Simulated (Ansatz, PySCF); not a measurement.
Species: C3H5Cl, charge 0, multiplicity 1. 
Structure (B3LYP-D3(BJ)/def2-TZVP (Ansatz, a program for electronic structure) minimum search):
```
C
C 1 1.3231
H 2 1.0812 1 123.80
H 1 1.0847 2 119.00 3 180.00
C 1 1.4957 4 117.58 2 -180.00
H 5 1.0904 1 111.68 4 180.00
H 5 1.0934 6 108.21 1 -122.25
H 5 1.0934 6 108.21 7 -115.50
Cl 2 1.7403 3 112.81 1 180.00
```
Charge 0, spin multiplicity 1.

Property: atomisation energy (electronic, to ground-state atoms); the coupled-cluster value holds the core correlation from cc-pwCVTZ, in kcal/mol. Correlated levels leave the core frozen unless marked. Open shells are spin-unrestricted. No spin-orbit coupling. No relativistic terms. Basis-set limits of correlation are two-point, X^-3; Hartree-Fock from the larger set.

Level to compare with: CCSD(T)/CBS(cc-pV(T+d)Z,cc-pV(Q+d)Z) plus the core term (Ansatz), 842.4 kcal/mol. It is a level with limits of its own, and the differences hold the functionals' basis error too.

**Question.** Rank these functionals by how close they come to CCSD(T)/CBS(cc-pV(T+d)Z,cc-pV(Q+d)Z), closest first: TPSSh/def2-TZVPD (PySCF); r2SCANh/def2-TZVPD (Ansatz); PBE/def2-TZVPD (Ansatz).

**Answer.** TPSSh/def2-TZVPD (hybrid meta-GGA, 841.4 kcal/mol, difference -1.0), r2SCANh/def2-TZVPD (hybrid meta-GGA, 837.7 kcal/mol, difference -4.7), PBE/def2-TZVPD (GGA, 858.7 kcal/mol, difference 16.3)
